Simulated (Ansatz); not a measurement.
Input for Ansatz (a first-principles code): R-wB97M-V/def2-TZVPPD on CH3GaO (a complex), monomers drawn apart or pushed together. Files ending in .json are basis or fitting sets from the Basis Set Exchange.

Ansatz 0.2 input:
```yaml
crystal:
  periodic: [false, false, false]
  atoms:
    - {symbol: Ga, position_ang: [-0.00309405, 0.02588828, 0.25572175]}
    - {symbol: H, position_ang: [-0.00894275, 1.57422169, 0.25287382]}
    - {symbol: H, position_ang: [1.33759315, -0.73686005, 0.11897546]}
    - {symbol: H, position_ang: [-1.34142950, -0.74884788, 0.17076386]}
    - {symbol: C, position_ang: [0.07578336, -0.13682761, 3.72002045]}
    - {symbol: O, position_ang: [0.04639411, -0.08393753, 2.59929141]}
basis:
  gaussian:
    orbitals: def2-TZVPPD.json
hamiltonian:
  xc: {name: wB97M-V}
scf: {lower_state_search: off}
```

The head of its log:

```
WARN ansatz: RAYON_NUM_THREADS=2 ignored (pool sized by the plan → 2); use --threads N
Functional definition: wB97M-V
these checks for a lower state are left out or cut short: stability, starts, cluster_reference, orbital_swaps, neighbouring_geometries, increment
integrals: 0.12 GiB planned
942 factors; their error is unknown
integrals: 0.16 GiB planned
273 factors; integrals over basis functions are off by at most 4.2e-5 eV
mean field: 1.06 GiB planned
mean field evaluation 1: about -55505.0908 eV, gradient 3.6e1 eV
mean field evaluation 2: about -55504.0685 eV, gradient 4.6e1 eV
```

Problem. Predict the final total energy.

Solution. -2039.8436 hartree.
